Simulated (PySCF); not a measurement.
**Basis-set dependence of population analyses: `Cc1ccccc1N`**

C₇H₉N.
SMILES with atom numbers: `[CH3:1][c:2]1[cH:3][cH:4][cH:5][cH:6][c:7]1[NH2:8]` (hydrogens: H9, H10, H11 on C1; H12 on C3; H13 on C4; H14 on C5; H15 on C6; H16, H17 on N8)

PBE0 throughout (PySCF), one geometry, spherical d and f functions. Isolated species at its PBE0-D3(BJ)/def2-SVP geometry, gas phase. The first 7 of 14 kinds of atom are listed.

Mulliken charges (e):

| basis | functions | C1 | C2 | C3 | C4 | C5 | C6 | C7 |
| --- | --- | --- | --- | --- | --- | --- | --- | --- |
| STO-3G | 49 | -0.240 | -0.020 | -0.087 | -0.105 | -0.087 | -0.110 | +0.080 |
| pcSseg-0 | 90 | -0.616 | -0.177 | -0.178 | -0.249 | -0.237 | -0.196 | +0.143 |
| 6-31G | 90 | -0.579 | +0.100 | -0.208 | -0.167 | -0.185 | -0.161 | +0.199 |
| 6-31G* | 130 | -0.629 | +0.124 | -0.224 | -0.178 | -0.178 | -0.211 | +0.257 |
| cc-pVDZ | 157 | -0.021 | -0.120 | +0.003 | -0.007 | +0.007 | +0.013 | -0.030 |
| def2-SVP | 157 | -0.007 | -0.114 | -0.055 | -0.022 | -0.019 | -0.052 | +0.019 |
| pcSseg-1 | 181 | -0.170 | -0.293 | -0.052 | -0.083 | -0.080 | -0.070 | +0.101 |
| aug-cc-pVDZ | 265 | +0.269 | +0.495 | +1.123 | +0.159 | +0.303 | +0.696 | +0.280 |
| 6-311+G(2d,p) | 270 | -0.597 | +1.514 | -1.104 | -0.047 | -0.284 | +0.135 | -0.440 |
| def2-TZVP | 302 | -0.470 | +0.046 | -0.154 | -0.154 | -0.102 | -0.251 | +0.233 |

IAO charges (e):

```
        basis  functions      C1      C2      C3      C4      C5      C6      C7
       STO-3G         49  -0.399  -0.041  -0.135  -0.162  -0.138  -0.174  +0.059
     pcSseg-0         90  -0.428  -0.042  -0.145  -0.185  -0.145  -0.202  +0.098
        6-31G         90  -0.442  -0.028  -0.151  -0.184  -0.147  -0.202  +0.105
       6-31G*        130  -0.421  -0.034  -0.143  -0.180  -0.140  -0.198  +0.119
      cc-pVDZ        157  -0.421  -0.033  -0.147  -0.184  -0.143  -0.203  +0.120
     def2-SVP        157  -0.410  -0.034  -0.143  -0.181  -0.140  -0.200  +0.117
     pcSseg-1        181  -0.419  -0.035  -0.149  -0.185  -0.145  -0.203  +0.116
  aug-cc-pVDZ        265  -0.431  -0.031  -0.152  -0.188  -0.148  -0.205  +0.119
6-311+G(2d,p)        270  -0.432  -0.032  -0.151  -0.188  -0.148  -0.204  +0.119
    def2-TZVP        302  -0.432  -0.032  -0.151  -0.188  -0.147  -0.205  +0.121
```

Hirshfeld charges (e):

| basis | functions | C1 | C2 | C3 | C4 | C5 | C6 | C7 |
| --- | --- | --- | --- | --- | --- | --- | --- | --- |
| STO-3G | 49 | -0.037 | -0.026 | -0.036 | -0.051 | -0.032 | -0.062 | +0.055 |
| pcSseg-0 | 90 | -0.105 | -0.017 | -0.056 | -0.071 | -0.052 | -0.082 | +0.047 |
| 6-31G | 90 | -0.099 | -0.016 | -0.057 | -0.073 | -0.054 | -0.080 | +0.044 |
| 6-31G* | 130 | -0.100 | -0.017 | -0.056 | -0.073 | -0.054 | -0.079 | +0.043 |
| cc-pVDZ | 157 | -0.112 | -0.017 | -0.056 | -0.074 | -0.055 | -0.081 | +0.045 |
| def2-SVP | 157 | -0.116 | -0.016 | -0.057 | -0.074 | -0.055 | -0.082 | +0.047 |
| pcSseg-1 | 181 | -0.117 | -0.017 | -0.058 | -0.075 | -0.057 | -0.081 | +0.046 |
| aug-cc-pVDZ | 265 | -0.123 | -0.019 | -0.059 | -0.077 | -0.060 | -0.080 | +0.042 |
| 6-311+G(2d,p) | 270 | -0.115 | -0.022 | -0.059 | -0.077 | -0.059 | -0.080 | +0.038 |
| def2-TZVP | 302 | -0.119 | -0.018 | -0.058 | -0.077 | -0.059 | -0.080 | +0.042 |

ESP-fitted charges (e):

| basis | functions | C1 | C2 | C3 | C4 | C5 | C6 | C7 |
| --- | --- | --- | --- | --- | --- | --- | --- | --- |
| STO-3G | 49 | -0.562 | +0.136 | -0.178 | -0.134 | -0.097 | -0.255 | +0.345 |
| pcSseg-0 | 90 | -0.666 | +0.174 | -0.284 | -0.206 | -0.174 | -0.361 | +0.411 |
| 6-31G | 90 | -0.526 | +0.183 | -0.294 | -0.159 | -0.198 | -0.281 | +0.363 |
| 6-31G* | 130 | -0.576 | +0.260 | -0.322 | -0.130 | -0.211 | -0.242 | +0.234 |
| cc-pVDZ | 157 | -0.517 | +0.249 | -0.309 | -0.131 | -0.200 | -0.227 | +0.154 |
| def2-SVP | 157 | -0.512 | +0.234 | -0.300 | -0.137 | -0.194 | -0.238 | +0.191 |
| pcSseg-1 | 181 | -0.554 | +0.244 | -0.331 | -0.148 | -0.211 | -0.270 | +0.226 |
| aug-cc-pVDZ | 265 | -0.592 | +0.327 | -0.366 | -0.114 | -0.234 | -0.233 | +0.192 |
| 6-311+G(2d,p) | 270 | -0.617 | +0.343 | -0.378 | -0.118 | -0.246 | -0.232 | +0.186 |
| def2-TZVP | 302 | -0.624 | +0.340 | -0.367 | -0.120 | -0.232 | -0.237 | +0.187 |

Question: Which scheme is steadiest as the basis changes?

Answer: Largest range over the bases for any column: IAO 0.06 e, Hirshfeld 0.09 e, ESP-fitted 0.26 e, Mulliken 2.23 e. IAO charges move least and Mulliken charges most, counted in e. Without the minimal STO-3G basis the ranges are IAO 0.03, Hirshfeld 0.02, ESP-fitted 0.26, Mulliken 2.23 e.

Question: How much do the charges still move between the two largest bases, 6-311+G(2d,p) and def2-TZVP?

Answer: At most, over all atoms: Mulliken 1.468 e, IAO 0.004 e, Hirshfeld 0.004 e, ESP-fitted 0.014 e.

Question: What do the same runs give for the total energy, the frontier levels and the dipole moment?

Answer: 
```tsv
basis	energy (Eh)	HOMO (eV)	LUMO (eV)	μ (D)
STO-3G	-322.5417	-3.52	3.22	2.01
pcSseg-0	-325.8073	-5.75	0.27	2.06
6-31G	-326.4524	-5.49	0.59	1.97
6-31G*	-326.5238	-5.50	0.54	1.87
cc-pVDZ	-326.5551	-5.61	0.33	1.96
def2-SVP	-326.3031	-5.69	0.26	1.97
pcSseg-1	-326.4918	-5.81	0.11	1.90
aug-cc-pVDZ	-326.5743	-5.82	-0.20	1.76
6-311+G(2d,p)	-326.6230	-5.82	-0.03	1.78
def2-TZVP	-326.6487	-5.79	0.08	1.82
```

The dipole is fixed by the density alone, so its range of 0.30 D shows that the density itself changes with the basis, not only its division among atoms.
